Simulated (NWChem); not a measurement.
Species: CH₂ClFO₂Si; SMILES O=C[Si@](O)(F)Cl

```xyz
8

O      0.6208     2.3786    -0.2807
C      0.6604     1.4517     0.5121
Si    -0.3644    -0.1034     0.0498
O     -1.0150     0.2366    -1.4098
F     -1.4978    -0.3677     1.1515
Cl     0.8228    -1.7755    -0.0053
H      1.2718     1.5335     1.4370
H     -0.7980     1.1472    -1.6815
```
Atoms are numbered in this order, from 1.

Computed with NWChem. Pople sets run with spherical d functions. Structure relaxed at the B3LYP/6-31G* (spherical d) level. Level: B3LYP/6-31G* with SMD (1 M gas to 1 M solution), gas-phase geometry. Reactions with the solvent are ignored.

For solvent toluene:

| Item | Value |
|---|---|
| cavity-dispersion-structure term (kcal/mol) | -1.4 |
| dipole in solution (D) | 1.82 |

**Question.** What are these values for solvent water?

**Answer.** The cavity-dispersion-structure term (kcal/mol) is 4.2 and the dipole in solution (D) is 2.07.
